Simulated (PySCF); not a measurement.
Structure problem from calculated spectra and properties.

Formula: C7H15P.

| Quantity | Value |
| --- | --- |
| UV, first state | lowest singlet excitation: 4.71 eV (263 nm, f = 0.039) [TDDFT CAM-B3LYP/def2-SVPD] |
| NMR, other nuclei | isotropic shieldings of nuclei other than C and H, by class: 320 (1 P) ppm [GIAO KT2/pcSseg-1] |
| 13C NMR | chemical shifts (computed TMS as zero) by class: 34.4 (2 C), 30.3 (2 C), 24.0 (1 C), 9.9 (1 C), -9.1 (1 C) ppm [GIAO KT2/pcSseg-1] |
| Rotational structure | rotational constants A, B, C: 2.488, 1.269, 1.192 GHz [PBE0-D3(BJ)/def2-SVP] |
| Triplet | lowest triplet excitation (Tamm–Dancoff): 4.51 eV [TDA CAM-B3LYP/def2-SVPD] |
| 1H NMR | chemical shifts (computed TMS as zero) by class: 1.86 (2 H), 1.60 (2 H), 1.50 (2 H), 1.49 (2 H), 1.19 (3 H), 0.98 (2 H), -0.33 (2 H) ppm [GIAO KT2/pcSseg-1] |
| Valence photoelectron | vertical ionisation energy: 6.57 eV [ΔSCF CAM-B3LYP/def2-SVPD] |
| Polarisability | 109.1 au [CAM-B3LYP/def2-SVPD] |

Gas-phase values; electronic properties from PySCF, density fitting. Levels stand in brackets. Geometry: PBE0-D3(BJ)/def2-SVP, one conformer, isolated molecule. Each NMR value is the plain mean over a class of atoms that symmetry, rotation or inversion makes alike.

Task: What is the compound? Reason from the data.

Result: Numbering: `[CH2:1]=[P:2]1([CH2:3][CH3:4])[CH2:5][CH2:6][CH2:7][CH2:8]1`. 7 carbons fall into 5 classes; from least to most shielded: ring sp3 carbon bound to phosphorus [C5/C8] (34.4 ppm, 2 C, up to 14.8 ppm apart in this geometry), ring CH2 carbon [C6/C7] (30.3 ppm, 2 C), chain sp3 carbon bound to phosphorus [C3] (24.0 ppm), methyl carbon [C4] (9.9 ppm), carbon bonded to P and 2 H [C1] (-9.1 ppm). Hydrogen classes from least to most shielded: 2 H on 2 ring CH2 carbons, C6/C7 (1.86 ppm, a mean of values up to 0.6 ppm apart in this geometry), 2 H on 2 ring CH2 carbons, C6/C7 (1.60 ppm), 2 H on 2 like atoms (sp3 carbon bound to phosphorus), C5/C8 (1.50 ppm), 2 H on an sp3 carbon bound to phosphorus, C3 (1.49 ppm, a mean of values up to 0.6 ppm apart in this geometry), 3 H on a methyl carbon, C4 (1.19 ppm, a mean of values up to 0.9 ppm apart in this geometry), 2 H on 2 like atoms (sp3 carbon bound to phosphorus), C5/C8 (0.98 ppm, a mean of values up to 0.6 ppm apart in this geometry), 2 H on a carbon bonded to P and 2 H, C1 (-0.33 ppm). The other shieldings belong to: 320 ppm, phosphorus bonded to 4 C [P2]. The first electron is taken from the HOMO, whose largest Löwdin shares are 0.52 on the carbon bonded to P and 2 H, 0.17 on the phosphorus bonded to 4 C, 0.07 on an sp3 carbon bound to phosphorus and 0.07 on a hydrogen on carbon. The optimised geometry has point group C1 and is an asymmetric top. Structure: `C=P1(CC)CCCC1`. Computed isomers that give other values at the same levels: `CCP1CCCCC1` (lowest singlet excitation: 6.39 eV (194 nm, f = 0.111)); `CP1CCCCCC1` (lowest singlet excitation: 6.38 eV (194 nm, f = 0.070)). The assignments are read from this structure; whether some other isomer fits the data as well wasn't checked.
